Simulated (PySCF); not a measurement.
**Ionising SiSn**

PBE0; PySCF, spin-free X2C with a Gaussian nucleus, basis sets Si x2c-SVPall, Sn x2c-SVPall. Neutral (UKS): triplet (π ↑↑), Re = 2.514 Å, ωe = 358 cm⁻¹, De = 2.78 eV, HOMO -5.38 eV, LUMO -3.36 eV.

SiSn⁺ (UKS): quartet (σ ↑, π ↑↑), Re = 2.541 Å, ωe = 319 cm⁻¹, De = 2.73 eV to Si + Sn⁺. The energies at the minima are -6465.30821 hartree for SiSn and -6465.03739 for SiSn⁺.

Task: Work out the adiabatic ionisation energy, without and with harmonic zero-point energies (1 hartree = 27.2114 eV, 1 eV = 8065.5 cm⁻¹), and the change of the bond length.

Result: At PBE0: 0.27082 hartree = 7.369 eV between the minima; the zero-point term (319.0 − 358.0)/2 cm⁻¹ = -0.002 eV makes it 7.367 eV. Re changes by +2.7 pm against the neutral. The electron leaves a σ orbital, and the longer bond of the ion fits a bonding orbital, or a change in how ionic the bond is.

These are scalar-relativistic numbers at best; spin–orbit coupling would shift them, the dissociation energy most. For an ion De counts to the pair picked by the measured ionisation energies or electron affinities, which need not be the lowest pair at this level. States were picked by a PBE0 search and need not be the measured ground states.
